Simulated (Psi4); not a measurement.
F₃Si, doublet, geometry from GFN2-xTB; HF/def2-SVP in Psi4 1.11.

Psi4 was given this input:
```
memory 2 GB

molecule {
0 2
  Si    0.25525364    0.24331611    0.24315598
  F    -0.69074141   -0.73372896    1.06805322
  F    -0.73927609    1.06837931   -0.68429241
  F     1.03295628   -0.71314208   -0.76200346
}

set basis def2-svp
set reference uhf
set damping_percentage 50

energy('scf')
print_variables()
```

Output, abridged:

```
   => Loading Basis Set <=

    Name: DEF2-SVP
    Role: ORBITAL
    Keyword: BASIS

         ---------------------------------------------------------
                                   SCF
               by Justin Turney, Rob Parrish, Andy Simmonett
                          and Daniel G. A. Smith
                              UHF Reference
         ---------------------------------------------------------

  ==> Geometry <==

    Molecular point group: cs
    Full point group: C1h

    Geometry (in Angstrom), charge = 0, multiplicity = 2:

       Center              X                  Y                   Z               Mass
    ------------   -----------------  -----------------  -----------------  -----------------
         SI           0.359066006731     0.247837681670     0.000000000000    27.976926534650
         F            0.236015096721    -0.718946361773     1.257046637774    18.998403162730
         F           -1.000788489882     1.072928544546     0.000000000000    18.998403162730
         F            0.236015096721    -0.718946361773    -1.257046637774    18.998403162730

  Running in cs symmetry.

  Rotational constants: A =      0.24798  B =      0.24798  C =      0.14038 [cm^-1]
  Rotational constants: A =   7434.14192  B =   7434.14186  C =   4208.59684 [MHz]
  Nuclear repulsion =  176.905352873396424

  Charge       = 0
  Multiplicity = 2
  Electrons    = 41
  Nalpha       = 21
  Nbeta        = 20

  ==> Algorithm <==

  SCF Algorithm Type is DF.
  DIIS enabled.
  MOM disabled.
  Fractional occupation disabled.
  Guess Type is SAD.
  Energy threshold   = 1.00e-06
  Density threshold  = 1.00e-06
  Integral threshold = 1.00e-12

  ==> Primary Basis <==

  Basis Set: DEF2-SVP
    Blend: DEF2-SVP
    Number of shells: 26
    Number of basis functions: 60
    Number of Cartesian functions: 64
    Spherical Harmonics?: true
    Max angular momentum: 2

   => Loading Basis Set <=

    Name: (DEF2-SVP AUX)
    Role: JKFIT
    Keyword: DF_BASIS_SCF

  ==> Integral Setup <==

  SCF_SUBTYPE=INCORE selected. In-core MEM_DF algorithm will be used.
  Using in-core AOs.

  ==> MemDFJK: Density-Fitted J/K Matrices <==

    J tasked:                   Yes
    K tasked:                   Yes
    wK tasked:                   No
    Algorithm:                 Core
    Schwarz Cutoff:           1E-12
    Mask sparsity (%):       0.7778
    Fitting Condition:        1E-10

   => Auxiliary Basis Set <=

  Basis Set: (DEF2-SVP AUX)
    Blend: DEF2-UNIVERSAL-JKFIT
    Number of shells: 113
    Number of basis functions: 359
    Number of Cartesian functions: 434
    Spherical Harmonics?: true
    Max angular momentum: 4

  Minimum eigenvalue in the overlap matrix is 4.1558162703E-02.
  Reciprocal condition number of the overlap matrix is 1.2771820556E-02.
    Using symmetric orthogonalization.

  ==> Pre-Iterations <==

  SCF Guess: Superposition of Atomic Densities via on-the-fly atomic UHF (no occupation information).

   -------------------------
    Irrep   Nso     Nmo
   -------------------------
     A'        37      37
     A"        23      23
   -------------------------
    Total      60      60
   -------------------------

  ==> Iterations <==

                           Total Energy        Delta E     RMS |[F,P]|

   @DF-UHF iter SAD:  -586.06848148763652   -5.86068e+02   0.00000e+00
   @DF-UHF iter   1:  -586.95688912813716   -8.88408e-01   1.09440e-02 DIIS/ADIIS
   @DF-UHF iter   2:  -587.01961203124768   -6.27229e-02   6.76057e-03 DIIS/ADIIS/DAMP=50%
   @DF-UHF iter   3:  -586.60274709202031    4.16865e-01   1.95164e-03 DIIS/ADIIS/DAMP=50%
   @DF-UHF iter   4:  -586.98547447856686   -3.82727e-01   2.61011e-03 DIIS/ADIIS/DAMP=50%
   @DF-UHF iter   5:  -586.87057782520696    1.14897e-01   9.99307e-04 DIIS/ADIIS/DAMP=50%
   @DF-UHF iter   6:  -586.98148888577953   -1.10911e-01   7.78934e-04 DIIS/ADIIS/DAMP=50%
   @DF-UHF iter   7:  -587.01297052845473   -3.14816e-02   5.95770e-04 DIIS/ADIIS/DAMP=50%
[...]
   @DF-UHF iter  71:  -587.04725789021791   -5.74793e-05   5.36543e-06 DIIS/DAMP=50%
   @DF-UHF iter  72:  -587.04728965228958   -3.17621e-05   5.24000e-06 DIIS/DAMP=50%
   @DF-UHF iter  73:  -587.04729330782936   -3.65554e-06   4.95964e-06 DIIS/DAMP=50%
   @DF-UHF iter  74:  -587.04723938128348    5.39265e-05   5.28753e-06 DIIS/DAMP=50%
   @DF-UHF iter  75:  -587.04742335009348   -1.83969e-04   5.63530e-06 DIIS/DAMP=50%
   @DF-UHF iter  76:  -587.04718922901043    2.34121e-04   5.74996e-06 DIIS/DAMP=50%
   @DF-UHF iter  77:  -587.04725843744029   -6.92084e-05   4.55925e-06 DIIS/DAMP=50%
   @DF-UHF iter  78:  -587.04729900281495   -4.05654e-05   5.22842e-06 DIIS/DAMP=50%
   @DF-UHF iter  79:  -587.04699618315419    3.02820e-04   5.25737e-06 DIIS/DAMP=50%
   @DF-UHF iter  80:  -587.04755277986669   -5.56597e-04   9.73204e-06 DIIS/DAMP=50%
   @DF-UHF iter  81:  -587.04767460225185   -1.21822e-04   5.48458e-06 DIIS/DAMP=50%
   @DF-UHF iter  82:  -587.04773024833298   -5.56461e-05   4.88482e-06 DIIS/DAMP=50%
   @DF-UHF iter  83:  -587.04768063429390    4.96140e-05   1.09989e-05 DIIS/DAMP=50%
   @DF-UHF iter  84:  -587.04741442555064    2.66209e-04   1.56050e-05 DIIS/DAMP=50%
   @DF-UHF iter  85:  -587.04742285291070   -8.42736e-06   1.81613e-05 DIIS/DAMP=50%
   @DF-UHF iter  86:  -587.04726233170072    1.60521e-04   1.96952e-05 DIIS/DAMP=50%
   @DF-UHF iter  87:  -587.04722262120561    3.97105e-05   1.85302e-05 DIIS/DAMP=50%
   @DF-UHF iter  88:  -587.04737080806512   -1.48187e-04   1.81413e-05 DIIS/DAMP=50%
   @DF-UHF iter  89:  -587.04721580505532    1.55003e-04   1.92318e-05 DIIS/DAMP=50%
   @DF-UHF iter  90:  -587.04728651427274   -7.07092e-05   1.85602e-05 DIIS/DAMP=50%
   @DF-UHF iter  91:  -587.04715132151989    1.35193e-04   1.84985e-05 DIIS/DAMP=50%
   @DF-UHF iter  92:  -587.04729883269408   -1.47511e-04   1.83952e-05 DIIS/DAMP=50%
   @DF-UHF iter  93:  -587.04720784514279    9.09876e-05   1.96937e-05 DIIS/DAMP=50%
   @DF-UHF iter  94:  -587.04713119417181    7.66510e-05   1.97452e-05 DIIS/DAMP=50%
   @DF-UHF iter  95:  -587.04726351286138   -1.32319e-04   1.73456e-05 DIIS/DAMP=50%
   @DF-UHF iter  96:  -587.04745014089951   -1.86628e-04   1.60542e-05 DIIS/DAMP=50%
   @DF-UHF iter  97:  -587.04759331935998   -1.43178e-04   1.93189e-05 DIIS/DAMP=50%
   @DF-UHF iter  98:  -587.04712320788519    4.70111e-04   1.74749e-05 DIIS/DAMP=50%
   @DF-UHF iter  99:  -587.04715208563289   -2.88777e-05   2.32980e-05 DIIS/DAMP=50%
   @DF-UHF iter 100:  -587.04689716835594    2.54917e-04   3.04151e-05 DIIS/DAMP=50%

PsiException: Could not converge SCF iterations in 100 iterations.

  Failed to converge.

Traceback (most recent call last):
  File "psi4", line 375, in <module>
  File "<string>", line 26, in <module>
  File "site-packages/psi4/driver/driver.py", line 533, in energy
  File "site-packages/psi4/driver/procrouting/proc.py", line 2760, in run_scf
  File "site-packages/psi4/driver/procrouting/proc.py", line 2047, in scf_helper
  File "site-packages/psi4/driver/procrouting/scf_proc/scf_iterator.py", line 93, in scf_compute_energy
  File "site-packages/psi4/driver/procrouting/scf_proc/scf_iterator.py", line 86, in scf_compute_energy
  File "site-packages/psi4/driver/procrouting/scf_proc/scf_iterator.py", line 609, in scf_iterate

psi4.driver.p4util.exceptions.SCFConvergenceError: Could not converge SCF iterations in 100 iterations.

Printing out the relevant lines from the Psithon --> Python processed input file:
    """)
    core.IO.set_default_namespace("")
    core.set_global_option("BASIS", "def2-svp")
    core.set_global_option("REFERENCE", "uhf")
    core.set_global_option("DAMPING_PERCENTAGE", 50)
--> energy('scf')
    print_variables()

!-------------------------------------------------------!
!                                                       !
!  Could not converge SCF iterations in 100 iterations. !
!                                                       !
!-------------------------------------------------------!
```

Convergence was not reached.
